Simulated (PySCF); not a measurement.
## Dipole response of In²⁺ (indium, charge +2)

[Kr] 4d10 5s1, 2S determinant. Computed with PySCF 2.14 in aug-cc-pV5Z-PP with ECP28MDF, with scalar relativity through the core potential. Coupled (time-dependent) response in atomic units; α is the mean over directions.

```
method  mean α (bohr³)  C₆ (like pair)  S(−4)
   UHF           17.51           79.81  238.3
   PBE           13.07           60.79  107.3
```

S(−4) is the Cauchy moment in α(ω) = α(0) + S(−4) ω² + …

α(iu) at UHF:

| u (hartree) | α(iu) (bohr³) |
| --- | --- |
| 0 | 17.51 |
| 0.0500 | 16.94 |
| 0.100 | 15.46 |
| 0.200 | 11.76 |
| 0.300 | 8.839 |
| 0.500 | 5.670 |
| 0.750 | 3.948 |
| 1.00 | 3.058 |
| 1.50 | 2.093 |
| 2.00 | 1.549 |
| 3.00 | 0.9433 |
| 5.00 | 0.4416 |

A single London oscillator, α(iu) = α/(1 + u²/ω²), gives C₆ = (3/4) ω α². Matching the computed C₆ needs ω = 4 × 79.81 / (3 × 17.51²) = 0.347 hartree.

For an ion, C₆ is the dispersion term alone; charge-induced terms of lower order in 1/R come first.

Energies and moments cover only the electrons outside the core potential.
